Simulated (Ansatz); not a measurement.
Start from `[F][In]([F])[SiH3]` and change one atom or group to get `[F][In]([F])[Br]`.

Ansatz, PBE0-D4/def2-TZVP geometries, multiplicity 1. 

Elements past krypton have def2 core potentials. Scalar relativity is left out up to krypton.

| property | `[F][In]([F])[SiH3]` |
| --- | --- |
| LUMO energy (PBE0/def2-TZVPP) / eV | -1.96 |
| HOMO–LUMO gap (B3LYP/def2-TZVPP) / eV | 6.47 |
| HOMO–LUMO gap (PBE0/def2-TZVPP) / eV | 6.93 |
| HOMO energy (B3LYP/def2-TZVPP) / eV | -8.69 |
| size of the dipole moment (B3LYP/def2-TZVPP) / D | 4.94 |
| size of the dipole moment (PBE/def2-TZVPP) / D | 4.65 |

(1) Give the same properties after the change, and the shifts. (Estimate.)

Answers

(1) Ansatz gave: 
```json
{"property": "LUMO energy (PBE0/def2-TZVPP) / eV", "`[F][In]([F])[Br]`": "-3.18", "shift": "-1.22"}
{"property": "HOMO–LUMO gap (B3LYP/def2-TZVPP) / eV", "`[F][In]([F])[Br]`": "5.53", "shift": "-0.94"}
{"property": "HOMO–LUMO gap (PBE0/def2-TZVPP) / eV", "`[F][In]([F])[Br]`": "6.14", "shift": "-0.79"}
{"property": "HOMO energy (B3LYP/def2-TZVPP) / eV", "`[F][In]([F])[Br]`": "-9.06", "shift": "-0.37"}
{"property": "size of the dipole moment (B3LYP/def2-TZVPP) / D", "`[F][In]([F])[Br]`": "1.77", "shift": "-3.17"}
{"property": "size of the dipole moment (PBE/def2-TZVPP) / D", "`[F][In]([F])[Br]`": "1.63", "shift": "-3.02"}
```

With PBE0 the HOMO falls by 0.43 eV and the LUMO falls by 1.22 eV, so the gap narrows by about 0.79 eV. PBE moves the HOMO by -0.40 eV and ωB97M-V by -0.59 eV. Dipoles are sizes alone; their direction can turn.

B3LYP here is the variant with VWN-RPA as its local correlation; programs differ in this.

Spin–orbit coupling is left out; it splits and shifts lone-pair levels of the heavy atoms by tenths of an eV.
